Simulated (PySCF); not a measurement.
Spectroscopy problems

- shieldings: GIAO PBE0/pcSseg-1
- structure optimised with GFN2-xTB
- code: PySCF
- non-relativistic, a single conformation, isolated molecule, rapidly exchanging positions averaged

Scale: ¹H, ¹³C against TMS (reference shieldings calculated alike). Splittings of carbon signals by F and P are missing where no couplings were computed. Where no couplings were computed, multiplicities follow the n + 1 count of equivalent neighbours, and m marks all less simple cases (inequivalent or close neighbours, rings, F or P nearby). Shifts are as computed. Against solution values, carbons near 30 ppm lie about +3 ppm off and those near 130 ppm about +5 ppm. Of 1211 compounds with measured shifts, 218 miss one by over three times the rms of a fit or turn the order of signals round; such compounds aren't used in these exercises.

Problem. C$_{8}$H$_{7}$NO. ¹H NMR (300 MHz, computed): δ 8.63 (m, 1H), 7.88 (m, 1H), 7.82 (s, 1H), 7.70 (m, 1H), 2.68 (s, 3H). ¹³C{¹H} NMR (computed): δ 169.3 (C), 149.1 (CH), 138.3 (C), 134.7 (CH), 129.6 (C), 125.9 (CH), 114.7 (CH), 24.2 (CH3). Give a structure.

Solution. SMILES Cc1ccc2oncc2c1. The formula gives 6 degrees of unsaturation (2 rings in the answer). 8 carbon signals for 8 carbons: no two carbons are equivalent. Carbon types of the structure: 3 × C, 4 × CH, 1 × CH3, which accounts for all hydrogens. δC 149.1: aromatic CH next to a ring nitrogen; the adjacent pyridine-type nitrogen withdraws density from it. δC 138.3: substituted aromatic carbon. δC 134.7, 125.9, 114.7: aromatic CH. δH 8.63: hydrogen on an aromatic CH next to a ring nitrogen; ring current plus the neighbouring ring nitrogen.

The shifts were computed for this structure.

Problem. C$_{6}$H$_{5}$FO$_{3}$. ¹H NMR (600 MHz, computed): δ 7.89 (m, 1H), 5.87 (m, 1H), 4.20 (s, 3H). ¹³C{¹H} NMR (computed): δ 171.0, 155.7, 138.3, 134.3, 95.7, 57.3. What is it?

Solution. `C1(C(=O)F)=CC=C(OC)O1`. Rings plus π bonds: 4 (1 ring in the answer). 6 carbon signals for 6 carbons: no two carbons are equivalent. Carbon types of the structure: 3 × C, 2 × CH, 1 × CH3, which accounts for all hydrogens. δC 171.0: aromatic carbon bearing oxygen; σ withdrawal by the attached heteroatom moves it downfield of the ring CH carbons. δC 155.7: carbonyl carbon. δC 138.3, 95.7: aromatic CH. δC 134.3: substituted aromatic carbon next to the ring oxygen.

This is the structure that produced the data.

Problem. C$_{7}$H$_{8}$N$_{2}$O. ¹H NMR (500 MHz, computed): δ 9.70 (s, 1H), 9.56 (s, 1H), 2.74 (s, 3H), 2.68 (s, 3H). ¹³C{¹H} NMR (computed): δ 207.4 (C), 159.9 (CH), 150.9 (CH), 140.7 (C), 134.0 (C), 32.1 (CH3), 21.1 (CH3). Identify the compound.

Solution. SMILES CC(=O)c1cnncc1C. Rings plus π bonds: 5 (1 ring in the answer). 7 carbon signals for 7 carbons: no two carbons are equivalent. Carbon types of the structure: 3 × C, 2 × CH, 2 × CH3, which accounts for all hydrogens. δC 207.4: ketone carbonyl carbon; the double bond to the heteroatom, with no lone-pair donor beside it, deshields it most. δC 159.9, 150.9: aromatic CH next to a ring nitrogen; the adjacent pyridine-type nitrogen withdraws density from it. δC 140.7, 134.0: substituted aromatic carbon. δH 9.70, 9.56: hydrogen on an aromatic CH next to a ring nitrogen; ring current plus the neighbouring ring nitrogen.

The shifts were computed for this structure.

Problem. C$_{9}$H$_{9}$FN$_{2}$. ¹H NMR (400 MHz, computed): δ 5.29 (m, 1H), 4.58 (s, 2H), 2.33 (s, 6H). ¹³C{¹H} NMR (computed): δ 178.7 (C), 118.3 (C), 99.5 (CH), 64.1 (C), 63.8 (CH), 45.0 (CH3), 25.4 (C). What is it?

Solution. `C1=C(F)[C@]2(C#N)[C@@H]3[C@@]1(N(C)C)[C@H]23`. The formula gives 6 degrees of unsaturation (3 rings in the answer). 7 carbon signals for 9 carbons: some carbons are equivalent by symmetry or fast rotation. Carbon types of the structure: 4 × C, 3 × CH, 2 × CH3, which accounts for all hydrogens. δC 178.7: fully substituted alkene carbon. δC 118.3: nitrile carbon; typical of a nitrile. δC 99.5: alkene CH. δC 64.1, 63.8, 25.4: three-membered-ring carbon.

The shifts were computed for this structure.
